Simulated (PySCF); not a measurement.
**A ladder of Hamiltonians for Pr⁵³⁺ (praseodymium, charge +53)**

Occupied: 1s1/2, 2s1/2, 2p1/2. Hartree-Fock calculated with PySCF 2.14 in an uncontracted even-tempered set (19 s from 11 bohr⁻², ratio 2.3; 15 p from 13 bohr⁻², ratio 2.3), Gaussian nucleus throughout. NR is non-relativistic, sf-X2C the spin-free one-electron X2C Hamiltonian, X2C adds the bare one-electron spin-orbit term, X2C-SNSO screens it by Boettger's factors, DC is four-component Dirac-Coulomb, and the Gaunt and Breit terms are added at first order (total energies over the DC spinors, levels after relaxing the spinors in that mean field). QED terms are absent. Levels marked empty are virtual spinors of this ion.

```
Hamiltonian  E (hartree)  E − E(DC) (hartree)  CPU seconds
        X2C   -5302.2318               0.9702         0.23
   X2C-SNSO   -5301.1717               2.0303         0.27
         DC   -5303.2020               0.0000          9.8
   DC+Gaunt   -5298.2334               4.9686           25
   DC+Breit   -5298.4910               4.7110           72
```

```tsv
level (eV)	X2C	X2C-SNSO	DC	DC+Gaunt	DC+Breit
1s1/2	-47199.8	-47201.0	-47232.6	-47132.6	-47135.8
2s1/2	-11162.2	-11162.6	-11166.7	-11156.6	-11157.5
2p1/2	-10987.2	-10973.0	-10976.7	-10955.9	-10958.3
2p3/2 (empty)	-10175.3	-10180.9	-10181.6	-10171.3	-10173.7
3s1/2 (empty)	-4659.0	-4659.0	-4660.1	-4657.3	-4657.7
```

Weight of the small component: 1s1/2 0.0480, 2s1/2 0.0113, 2p1/2 0.0113, 2p3/2 0.0105, 3s1/2 0.00463.

Koopmans' value for the highest occupied level at DC+Breit: 10958.3 eV, against an ionisation energy of 10959 ± 5 eV (theoretical estimate listed by NIST; NIST Atomic Spectra Database, ionization energies); the former lacks relaxation, correlation, QED and recoil.

The whole ladder took 110 s of wall time on 1 thread of Intel(R) Xeon(R) 6975P-C (shared host), launched as `OMP_NUM_THREADS=1 python relrun2.py TASK.json OUT` (a driver that calls PySCF for each Hamiltonian).

Dirac-Coulomb iterations, started from the X2C spinors:

```
with_ssss True, with_gaunt False, with_breit False
light speed = 137.03599967994
init E= -5273.89172659186
cycle= 1 E= -5303.20173305368  delta_E= -29.3  |g|= 1.54  |ddm|= 0.0788
cycle= 2 E= -5303.20197008875  delta_E= -0.000237  |g|= 0.00537  |ddm|= 0.00134
cycle= 3 E= -5303.20197010352  delta_E= -1.48e-08  |g|= 5.31e-05  |ddm|= 2.2e-05
```
